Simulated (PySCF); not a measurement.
A calculated (PBE, PySCF 2.14, aug-cc-pCVTZ-DK with one added diffuse shell each of s, p, d, f type, the spin-free X2C one-electron Hamiltonian (Gaussian nucleus)) atom or ion has these occupied shells.

```
shell  electrons  orbital energy (eV)  rms radius, mean of both spins (bohr)
 1s α          1              -1512.4                                  0.139
 1s β          1              -1512.4                                  0.139
 2s β          1              -109.92                                  0.685
 2s α          1              -109.88                                  0.685
 2p β          3              -71.374                                  0.679
 2p α          3              -71.370                                  0.679
 3s β          1               -8.280                                   2.65
 3p α          2               -3.667                                   3.60
```

Problem. Name the element and its charge.

Solution. Al (aluminium, neutral), in [Ne] 3s1 3p2, 3s spin antiparallel (an excited configuration).
